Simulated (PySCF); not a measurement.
# Two-component Hartree-Fock for Ca (calcium, neutral)

Start: [Ar] 4s2. Calculated with PySCF 2.14 in x2c-QZVPPall-2c (11s9p4d3f, 79 functions): generalised Hartree-Fock with the X2C-1e Hamiltonian and a Gaussian nucleus; one run each with spin-orbit coupling (SO) switched off, then screened by Boettger's factors.

```json
{"spinor shell": "1s1/2", "electrons": "2", "ε, spin-free (eV)": "-4084.8", "ε, screened SO (eV)": "-4084.8", "weight of nominal j (screened SO)": "1.000", "rms radius, screened SO (bohr)": "0.0888"}
{"spinor shell": "2s1/2", "electrons": "2", "ε, spin-free (eV)": "-461.60", "ε, screened SO (eV)": "-461.60", "weight of nominal j (screened SO)": "1.000", "rms radius, screened SO (bohr)": "0.393"}
{"spinor shell": "2p1/2", "electrons": "2", "ε, spin-free (eV)": "-371.08", "ε, screened SO (eV)": "-373.65", "weight of nominal j (screened SO)": "1.000", "rms radius, screened SO (bohr)": "0.360"}
{"spinor shell": "3s1/2", "electrons": "2", "ε, spin-free (eV)": "-61.544", "ε, screened SO (eV)": "-61.543", "weight of nominal j (screened SO)": "1.000", "rms radius, screened SO (bohr)": "1.24"}
{"spinor shell": "3p1/2", "electrons": "2", "ε, spin-free (eV)": "-36.432", "ε, screened SO (eV)": "-36.715", "weight of nominal j (screened SO)": "1.000", "rms radius, screened SO (bohr)": "1.38"}
{"spinor shell": "3p3/2", "electrons": "4", "ε, spin-free (eV)": "-36.432", "ε, screened SO (eV)": "-36.292", "weight of nominal j (screened SO)": "1.000", "rms radius, screened SO (bohr)": "1.38"}
{"spinor shell": "4s1/2", "electrons": "2", "ε, spin-free (eV)": "-5.341", "ε, screened SO (eV)": "-5.341", "weight of nominal j (screened SO)": "1.000", "rms radius, screened SO (bohr)": "4.51"}
```

(1) Where does 2p3/2 lie, and what is the 2p spin-orbit splitting (screened SO)?

```csv
quantity,spin-free,screened SO
E (hartree),-679.63431,-679.63785
M_J,0,0
⟨J²⟩,0.000,0.000
⟨L²⟩,0.000,0.000
⟨S²⟩,0.000,0.000
```

Without spin-orbit coupling the j labels of p, d and f shells carry no meaning; the spin-free column gives the mean over the occupied spinors of each nl shell.

## Answers

(1) At -369.81 eV, 3.845 eV above 2p1/2.
